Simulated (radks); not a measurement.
Values are calculated unless marked as measured or tabulated.
All-electron atom: Pr4+ in [Kr] 4d10 4f1 5s2 5p5 6s1 (not the ground configuration). Level of theory: scalar-relativistic Kohn-Sham, PBE, spin-polarised, spherical densities, point nucleus; open shells are filled with parallel spins first (spin-orbit coupling, left out, can overturn this in heavy ions) (a radial shooting solver on a logarithmic mesh with Libxc functionals).

Local quantities along the radius. ELF = 1/(1 + alpha^2) is the electron localisation function; alpha = (tau - tau_W)/tau_unif compares the Pauli kinetic energy density with that of the uniform gas (summed over spins); -r V(r) is the screened charge that the Kohn-Sham potential of spin up presents (atomic units). tau is taken from the large components.

r (bohr),ELF,alpha,-r V(r)
0.001533,0.999,0.02469,58.55
0.002061,0.999,0.02632,58.38
0.00275,0.999,0.02915,58.16
0.003697,0.999,0.03404,57.85
0.00497,0.998,0.04237,57.44
0.006682,0.997,0.05721,56.89
0.008984,0.993,0.08563,56.18
0.01208,0.979,0.1456,55.26
0.01624,0.925,0.2856,54.08
0.02166,0.729,0.6103,52.63
0.02912,0.407,1.208,50.78
0.03915,0.339,1.397,48.51
0.05264,0.567,0.8731,45.84
0.07077,0.744,0.5869,42.66
0.09515,0.630,0.7664,38.97
0.1279,0.344,1.382,34.83
0.1706,0.497,1.005,30.59
0.2294,0.751,0.5757,26.13
0.3084,0.544,0.9151,21.73
0.4146,0.214,1.917,17.53
0.5575,0.698,0.6571,13.89
0.7495,0.672,0.6980,10.64
1.008,0.304,1.515,8.189
1.344,0.513,0.9750,6.710
1.807,0.622,0.7790,5.669
2.429,0.227,1.846,5.014
3.266,0.565,0.8782,4.720
4.392,0.952,0.2235,4.506
5.904,0.991,0.09728,4.323

On this mesh the ELF has minima near r = 0.034, 0.13, 0.41, 1.0, 2.4 bohr, which separate the shells, and maxima near 0.071 (0.74), 0.23 (0.75), 0.64 (0.76), 1.6 (0.67).
